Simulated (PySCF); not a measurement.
**Exercise with solution: chemical shift, span and skew from a shielding tensor**

C₂H₆BCl, SMILES CB(C)Cl. Atoms are numbered in the order given.

```xyz
10

B      0.0000     0.0000    -0.3935
Cl     0.0000     0.0000     1.3890
C     -0.0106     1.3781    -1.1361
H      1.0477     1.6411    -1.3346
H     -0.5011     1.3222    -2.1215
H     -0.4399     2.2034    -0.5499
C      0.0106    -1.3781    -1.1361
H      0.5011    -1.3222    -2.1215
H      0.4399    -2.2034    -0.5499
H     -1.0477    -1.6411    -1.3346
```

The structure is a stationary point at B3LYP-D3(BJ)/def2-SVP.

GIAO shieldings from B3LYP/pcSseg-1 in PySCF, non-relativistic, no solvent. The symmetric part of the tensor of C3 has the principal values 146.7, 160.2, 182.8 ppm. The same nucleus in TMS has σ = 181.3 ppm at this level (PySCF, at its B3LYP-D3(BJ)/def2-TZVP geometry). Without spin–orbit terms, shifts of atoms bonded to Cl or Br come out too high.

Q: Work out the isotropic shielding, the ¹³C shift against TMS, the span and the skew.

A: 
σ(iso) = (σ11 + σ22 + σ33)/3 = 163.2 ppm. δ = σ(ref) − σ(iso) = 181.3 − (163.2) = 18.1 ppm.
Span Ω = σ33 − σ11 = 36.1 ppm. Skew κ = 3(σ(iso) − σ22)/Ω = 0.25. Tumbling in solution averages the tensor to δ; in a static solid the shielding alone would spread this spin-1/2 line over Ω.
